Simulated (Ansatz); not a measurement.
Series [GeX3]-: vertical IE (eV) at several levels, gas phase, relaxed structures; Ansatz. Core potentials for I in the def2 sets, no spin–orbit coupling. The structures are stationary points that may keep the symmetry of their start. Remarks come from the PBE and PBE0 runs and from stability tests at other levels; not every state was tested. A HOMO above zero means that the electron is unbound at that level and held by the basis, or that self-interaction error raises the level; the energy of removing that electron tells which.

| species | state | geometry | r2SCAN-D4/def2-TZVPD | PBE0-D4/def2-TZVPD | remarks |
| --- | --- | --- | --- | --- | --- |
| [GeI3]- (GeI3⁻) | singlet to doublet | PBE0-D4/def2-SVPD | 4.05 | 4.13 | – |
| [GeH3]- (GeH3⁻) | singlet to doublet | r2SCAN-D4/def2-TZVPD | 2.08 | 2.09 | HOMO above zero at PBE or PBE0 |
| [GeBr3]- (GeBr3⁻) | singlet to doublet | PBE0-D4/def2-SVPD | 4.25 | 4.31 | – |
| [GeCl3]- (GeCl3⁻) | singlet to doublet | PBE0-D4/def2-SVPD | 4.34 | 4.42 | – |
| [GeF3]- (GeF3⁻) | singlet to doublet | r2SCAN-D4/def2-TZVPD | 4.08 | 4.20 | – |
| [GeMe3]- (C3H9Ge⁻) | singlet to doublet | B3LYP-D4/def2-SVPD | 1.67 | 1.71 | HOMO above zero at PBE or PBE0 |

(1) Estimate the column for PBE-D4/def2-TZVPD.

(1) [GeI3]- (GeI3⁻) 3.94; [GeH3]- (GeH3⁻) 2.12; [GeBr3]- (GeBr3⁻) 4.13; [GeCl3]- (GeCl3⁻) 4.24; [GeF3]- (GeF3⁻) 4.04; [GeMe3]- (C3H9Ge⁻) 1.75.

Over the 6 species that have every level, the mean is 3.37 at PBE-D4/def2-TZVPD, 3.41 at r2SCAN-D4/def2-TZVPD, 3.48 at PBE0-D4/def2-TZVPD.
